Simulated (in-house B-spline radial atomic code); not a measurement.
Ionising Re IV (Re3+) with different functionals

Computed with an all-electron radial atomic-structure program (B-spline basis): scalar-relativistic (spin-free X2C) Hamiltonian, Fermi nucleus of rms radius 5.3698 fm, spin-polarised at highest spin, spherical fractional occupations for the functionals, and exact exchange of hybrids averaged over the configuration. The ionisation energy is the difference of two self-consistent energies, [Xe] 4f14 5d4 → [Xe] 4f14 5d3, without Breit or QED terms; ε is the level of the shell that loses the electron (its least bound occupied spin orbital). There is no spin-orbit coupling in this Hamiltonian.

| method | rung | ΔSCF (eV) | -ε(5d) (eV) |
| --- | --- | --- | --- |
| PBE0 | global hybrid | 40.50 | 35.98 |
| B3LYP | global hybrid | 40.41 | 35.51 |
| TPSSh | global hybrid | 40.45 | 34.90 |
| M06-2X | global hybrid | 40.13 | 37.55 |
| BHandHLYP | global hybrid | ? | ? |
| r2SCAN0 | global hybrid | 40.67 | 36.18 |
| B97-1 | global hybrid | 40.26 | 35.46 |
| HSE06 | range-separated hybrid | 40.47 | 35.54 |
| wB97X | range-separated hybrid | 40.01 | 38.14 |
| CAM-B3LYP | range-separated hybrid | 40.34 | 37.28 |
| LC-wPBE | range-separated hybrid | ? | ? |

(1) What does BHandHLYP give?

(2) What does LC-wPBE give?

(3) Among the functionals, which spreads more, the ΔSCF values or the orbital energies?

(4) How do they compare with the NIST value?

## Answers

(1) ΔSCF 40.21 eV, and -ε(5d) = 37.38 eV.

(2) ΔSCF 40.36 eV, and -ε(5d) = 38.80 eV.

(3) The orbital energies: ΔSCF values span about 0.66 eV and the orbital energies 3.90 eV; here energy differences depend much less on the functional than eigenvalues do.

(4) NIST lists 39 eV ± 1.7 (tabulated theory, ground level to ground level). Errors run from +0.91 to +1.57 eV; all lie within about twice that uncertainty, so the table can't rank the methods.
